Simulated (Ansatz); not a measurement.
HgBr2, SMILES [Br][Hg][Br].

Geometry optimised at B3LYP-D3(BJ)/def2-SVP. The isomer is the one that the SMILES or the coordinates give; other isomers of the formula were not compared. The def2 effective core potentials stand for the cores of Hg; spin–orbit coupling is left out.

Two levels are set side by side: PBE/def2-TZVPD (Ansatz, an electronic-structure program) and PBE0/def2-TZVPD (Ansatz). Energy differences of separate SCF runs at the same geometry; the states with an electron removed or added have multiplicity 2 and 2. Differences are taken from unrounded values.

| quantity | PBE |
|---|---|
| vertical ionisation energy (eV) | 9.97 |
| vertical electron affinity (eV) | 1.12 |
| vertical singlet–triplet gap (eV) | 3.49 |

These are the PBE values. What does PBE0 give? (An estimate is asked for; the answer gives what the named calculation found.)


```json
[
 {"quantity": "vertical ionisation energy (eV)", "PBE0": "10.39", "PBE minus PBE0": "-0.42"},
 {"quantity": "vertical electron affinity (eV)", "PBE0": "1.06", "PBE minus PBE0": "0.05"},
 {"quantity": "vertical singlet–triplet gap (eV)", "PBE0": "3.93", "PBE minus PBE0": "-0.44"}
]
```
